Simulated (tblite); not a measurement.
Compound: C6H5F2O2 (doublet state).
Geometry (GFN2-xTB, Å), atoms numbered from 1 in this order:
```xyz
15
C6H5F2O2 angstrom
C      1.777    0.122   -2.322
C      1.015   -0.139   -1.427
C      0.137   -0.345   -0.348
C     -0.743   -1.349   -0.323
O     -1.771   -1.662    0.385
C     -2.485   -0.658    1.117
O      0.318    0.461    0.823
C      1.544    0.943    1.071
F      1.755    0.937    2.403
F      1.647    2.245    0.697
H      2.424    0.311   -3.125
H     -1.923   -0.397    2.016
H     -3.447   -1.091    1.383
H     -2.621    0.238    0.509
H      2.368    0.393    0.580
```

Computed with GFN2-xTB (tblite): harmonic, unscaled wavenumbers at the GFN2-xTB geometry, gas phase. The method is semi-empirical: single wavenumbers can be off by several per cent or more. One conformer, not necessarily the lowest. Open shells enter through the occupations alone, without spin polarisation, and single modes of such species can be off by tens of per cent.

Harmonic wavenumbers (cm⁻¹): 26.5, 41.6, 71.9, 96.8, 108.2, 119.8, 210.9, 226.9, 295.7, 398.0, 418.4, 456.6, 490.5, 517.4, 563.0, 592.8, 632.3, 682.4, 833.4, 913.8, 980.9, 1024.9, 1052.8, 1082.0, 1120.9, 1145.0, 1252.7, 1260.5, 1302.8, 1376.1, 1437.9, 1444.6, 1606.4, 2226.2, 2872.7, 2984.2, 2993.2, 3034.0, 3394.6.

A = 1655, B = 977.5, C = 677.1 MHz; mass 147.026 u (most abundant isotopes); point group C1, symmetry number 1; spin multiplicity 2.

Q: Zero-point energy?

A: Half the sum of the wavenumbers: 20645 cm⁻¹ = 59.03 kcal/mol.

Q: Entropy at 298.15 K, 1 bar (ideal gas, RRHO, classical rotation)?

A: Translation 40.89, rotation 30.06, vibration 37.21, spin (R ln 2) 1.38: S = 109.5 cal/(mol K).

Q: And Cp and H(298.15 K) − H(0)?

A: Cp = 39.53 cal/(mol K), of which vibrations give 31.58 (their classical limit is 39 R = 77.5); H(298.15 K) − H(0) = 7.67 kcal/mol without the zero-point energy, 5.30 from vibrations.

Q: How do the functions run with temperature in this model?

A: 
```tsv
T (K)	S (cal/(mol K))	Cp (cal/(mol K))	H − H(0) (kcal/mol)	G − H(0) (kcal/mol)	ln q(vib)
100	77.5	21.7	1.55	-6.21	3.22
200	95.5	31.1	4.19	-14.91	6.71
300	109.8	39.7	7.74	-25.20	9.84
500	133.4	53.0	17.10	-49.60	15.45
800	161.2	64.8	34.95	-93.97	22.76
1000	176.2	69.5	48.41	-127.74	27.04
```

q(vib) and H(0) count from the zero-point level.

Q: Blend soft modes into free rotors: weight 1/[1 + (100 cm⁻¹/ν̃)⁴] for the oscillator and the rest for a rotor with moment μB/(μ + B), μ = h/(8π²ν), B = 10⁻⁴⁴ kg m². What vibrational entropy results?

A: 32.50 cal/(mol K) in place of 37.21, which changes −T·S at 298.15 K by +1.40 kcal/mol.

Hindered rotation and anharmonicity are outside this model. Other conformers, if any are populated, would add a mixing term that is left out. The structure is chiral; the term R ln 2 for an equal mix with its mirror image is left out.
